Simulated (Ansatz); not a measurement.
Computed with Ansatz on PBE0-D4/def2-TZVP structures; ΔE is electronic, products minus reactants. CCSD(T)/CBS adds triple-zeta CCSD(T) − MP2 to the extrapolated MP2 energy (def2 sets, frozen cores). Functionals use def2-TZVPP. B3LYP here is the variant with VWN-RPA as its local correlation; programs differ in this. One conformer a species, not always the lowest.

`O[Si]1(O[SiH3])CO1` + `[SiH3]N[SiH2]S` → `O[Si]1(S)CO1` + `[SiH3]N[SiH2]O[SiH3]`  (redistribution)

```csv
level,ΔE (kJ/mol),difference from CCSD(T)/CBS
ωB97M-V,1.1,-0.9
B2PLYP,2.3,0.3
PBE,1.4,-0.6
PBE0,3.2,1.2
B3LYP,3.5,1.5
CCSD/def2-TZVPP,3.3,1.3
CCSD(T)/def2-TZVPP,2.0,0.0
HF/def2-QZVPP,7.8,5.8
MP2/def2-QZVPP,0.5,-1.5
SCS-MP2/def2-QZVPP,1.5,-0.5
CCSD(T)/CBS,2.0,0
```

Largest T1 diagnostic among the species: 0.013.

In def2-TZVPP, CCSD(T) changes the Hartree–Fock value by −5.7 kJ/mol (the triples alone add −1.3 kJ/mol) and MP2 by −7.2 kJ/mol. The D4 term adds −3.2 kJ/mol with B3LYP and −1.8 kJ/mol with PBE0; it sums over pairs of atoms, weighted by their polarisabilities, and B3LYP, whose exchange is more repulsive, gets the larger term.
